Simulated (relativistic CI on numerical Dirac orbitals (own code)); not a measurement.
**Radial parameters of W¹¹⁺**

These numbers are calculated, not measured: Dirac-Coulomb-Breit CI, orbitals from a KLI potential per configuration, QED by a radiative potential, unscaled Slater integrals (own radial code, finite nucleus).

Slater integrals F^k, G^k are unscaled and averaged over j, outside the closed core [Kr] 4d10; ζ comes from projecting the Hamiltonian with its Breit term on Σ l·s of the shell.

- 4f13.5s2.5p2: ζ(4f) = 4942.7, F^2(5p,5p) = 98712, F^2(4f,5p) = 73892, G^2(4f,5p) = 29864, G^4(4f,5p) = 25280, ζ(5p) = 71736 cm⁻¹; <r>(4f) = 0.5637, <r^2>(4f) = 0.3834, <r>(5p) = 1.087, <r^2>(5p) = 1.319 (bohr units).
- 4f12.5s2.5p3: F^2(4f,4f) = 179810, F^4(4f,4f) = 114540, F^6(4f,4f) = 82914, ζ(4f) = 5151.7, F^2(5p,5p) = 99580, F^2(4f,5p) = 74220, G^2(4f,5p) = 29207, G^4(4f,5p) = 24917, ζ(5p) = 73839 cm⁻¹; <r>(4f) = 0.5538, <r^2>(4f) = 0.3686, <r>(5p) = 1.077, <r^2>(5p) = 1.295 (bohr units).
- 4f14.5s2.5p: ζ(5p) = 69696 cm⁻¹; <r>(5p) = 1.096, <r^2>(5p) = 1.342 (bohr units).

Averages of the first 10 configurations, taken without configuration mixing, which lowers the lowest level and can move excited configurations by several eV; other configurations of the list can lie among them:

```tsv
Configuration	Parity	States	Average energy above the lowest level (eV)
4f13.5s2.5p2	odd	210	19.4
4f12.5s2.5p3	odd	1820	33.3
4f14.5s2.5p	odd	6	11.4
4f13.5s.5p3	even	560	61.3
4f14.5s.5p2	even	30	51.0
4f13.5s2.5p.5d	even	840	76.3
4f12.5s.5p4	even	2730	77.7
4f14.5s2.5d	even	10	67.7
4f14.5p3	odd	20	95.0
4f13.5s2.5p.5f	odd	1176	130.0
```
